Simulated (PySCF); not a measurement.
All of these have the formula C5H6Cl2O. The calculation used TDDFT B3LYP/def2-SVPD, vertical, gas phase, core orbitals frozen in the response (PySCF). Geometries: GFN2-xTB; one conformer of each isolated species. Triplets are in the Tamm–Dancoff approximation.

A. `ClC(Cl)C1=CCOC1`
B. `C=CO/C=C\C(Cl)Cl`
C. `ClC(Cl)[C@H]1C=CCO1`

Lowest singlet levels (six at most, fewer where fewer were computed) with oscillator strengths:

1. 5.36 eV (f 0.410); 5.46 eV (f 0.000); 6.01 eV (f 0.192); 6.22 eV (f 0.026); 6.40 eV (f 0.009); 6.46 eV (f 0.000); T1 3.87 eV
2. 5.96 eV (f 0.068); 6.11 eV (f 0.005); 6.53 eV (f 0.013); 6.70 eV (f 0.006); 6.88 eV (f 0.003); 6.96 eV (f 0.020); T1 4.39 eV
3. 5.09 eV (f 0.073); 5.58 eV (f 0.001); 6.35 eV (f 0.103); 6.38 eV (f 0.003); 6.45 eV (f 0.001); 6.52 eV (f 0.002); T1 4.03 eV

Question: Which spectrum belongs to which structure?

Answer: 1 = B, 2 = C, 3 = A.
- A: S1 at 5.09 eV, HOMO→LUMO (94%); Löwdin shares by element: HOMO oxygen 34%, carbon 31% or more (atoms not listed hold the other 35%); LUMO carbon 59% or more, chlorine 12% or more (atoms not listed hold the other 28%); HOMO -6.99 and LUMO -1.14 eV; point group Cs.
- B: S1 at 5.36 eV, HOMO→LUMO (95%); Löwdin shares by element: HOMO carbon 52% or more, oxygen 21% (atoms not listed hold the other 27%); LUMO carbon 45% or more, chlorine 23% (atoms not listed hold the other 31%); HOMO -6.72 and LUMO -0.92 eV; point group Cs, 2 of its 6 listed states under f = 0.0005.
- C: S1 at 5.96 eV, HOMO→LUMO (87%), HOMO-1→LUMO (9%); Löwdin shares by element: HOMO carbon 43% or more, oxygen 22% (atoms not listed hold the other 35%); LUMO carbon 56% or more, chlorine 11% or more (atoms not listed hold the other 33%); HOMO -7.22 and LUMO -0.48 eV.
